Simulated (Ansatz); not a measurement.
Frontier orbitals of `[SH][GeH3]`.

```xyz
6

S    -0.248   -1.612    0.550
Ge   -0.145    0.432   -0.320
H     0.821   -1.445    1.345
H     1.194    0.638   -1.045
H    -0.310    1.492    0.780
H    -1.312    0.496   -1.311
```

The species carries charge 0 and has multiplicity 1. Correlated methods include outer-core shells of Ge, which these sets cover unevenly. Scalar relativity is left out up to krypton. All single points use the PBE0-D4/def2-TZVP geometry. Basis def2-TZVPP, Ansatz.

Orbital energies of one run (eV). Highest occupied ones, from the top: -6.17, -8.02, -8.60, -8.83, -10.22, -13.91, -18.15, -30.28, -30.28, -30.35, -30.36, -30.39, -113.99, -114.00. Empty: -1.14, -0.70, 0.21, 0.32, 0.47, 3.24.

Q: Which functional gave them?
A. LDA (SPW92)
B. r2SCANh
C. ωB97M-V
D. PBE0

A: A. HOMO energies: LDA (SPW92) -6.17, PBE0 -7.32, ωB97M-V -9.51, r2SCANh -6.82 eV.
